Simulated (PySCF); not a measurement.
Species: C₅H₁₂OSi.
Z-matrix (Å and degrees, GFN2-xTB geometry), rows numbered from 1:
```
C 
C   1  1.5225
C   2  1.5239  1  111.85
O   3  1.4145  2  108.65  1   176.49
C   4  1.3979  3  113.53  2   177.94
C   5  1.5400  4  117.16  3   -77.34
Si  6  1.8833  5   66.09  4  -109.05
H   1  1.0878  2  110.58  3    58.97
H   1  1.0879  2  110.59  3   -61.07
H   1  1.0872  2  110.34  3   178.94
H   2  1.0909  1  110.14  3   120.50
H   2  1.0913  1  110.20  3  -120.83
H   3  1.1008  2  110.28  1   -62.52
H   3  1.1027  2  110.36  1    56.34
H   5  1.0925  4  112.54  3    59.36
H   6  1.0817  5  114.72  7   111.91
H   6  1.0812  5  116.17  7  -114.98
H   7  1.4523  5  117.37  6   104.05
H   7  1.4477  5  117.61  6  -103.62
```

Method: PySCF 2.14.0, density-fitted response routines, TDDFT wB97X-D/def2-SVPD, vertical, gas phase, core orbitals frozen in the response.

Each state is given a Gaussian of 0.5 eV full width at half maximum, with ε(max) = 2.175×10⁸ f / Δν̃ (Δν̃ the width in cm⁻¹). The width is an assumption, not a result. The curve ends short of the highest state used, and states not computed would add to its high-energy end.

E (eV), ε (L mol⁻¹ cm⁻¹) and a bar:
```
     5.59         24 
     5.64         53 
     5.68         97 
     5.73        197 
     5.78        375 #
     5.83        676 ##
     5.88       1155 ###
     5.93       1865 #####
     5.98       2853 #######
     6.03       4129 ##########
     6.08       5659 ##############
     6.13       7345 ##################
     6.18       9032 ######################
     6.23      10528 ##########################
     6.27      11458 ############################
     6.32      12156 ##############################
     6.37      12260 ##############################
     6.42      11777 #############################
     6.47      10802 ##########################
     6.52       9492 #######################
     6.57       8030 ####################
     6.62       6586 ################
     6.67       5291 #############
     6.72       4229 ##########
     6.77       3442 ########
     6.81       3014 #######
     6.86       2721 #######
     6.91       2666 ######
     6.96       2804 #######
     7.01       3073 #######
```

**Question.** Locate the maxima and give the states behind the curve.

**Answer.** 195 nm (6.35 eV), ε about 12000, made up of S1 (94%) (ε in L mol⁻¹ cm⁻¹; maxima over ε = 5, shares over 10%). At its high-energy end, 7.01 eV, the curve is still rising (ε about 3100, from S5 and S6). The states used: S1 6.34 eV (f 0.216); S2 6.62 eV (f 0.021); S3 6.66 eV (f 0.0086); S4 6.85 eV (f 0.0051); S5 7.18 eV (f 0.051); S6 7.29 eV (f 0.021); S7 7.53 eV (f 0.0024); S8 7.61 eV (f 0.0088).

**Question.** On this curve, what absorbance would a 10⁻⁴ mol/L sample give at 193 nm over a 1 cm path?

**Answer.** 193 nm is 6.424 eV, where ε is about 12000 L mol⁻¹ cm⁻¹, so A = ε c l ≈ 1.2 (Beer–Lambert, with the gas-phase spectrum and the assumed width).

**Question.** Coming from long wavelengths, where does ε first pass 100 L mol⁻¹ cm⁻¹?

**Answer.** At about 218 nm (5.68 eV), 0.65 eV below S1.

**Question.** What would ε be at 6.35 eV, the highest of these maxima, with half the width (0.25 eV)?

**Answer.** About 23200 L mol⁻¹ cm⁻¹ against 12300, a factor of about 1.9; a lone state at its own centre would give exactly 2.

One conformer stands for the species.
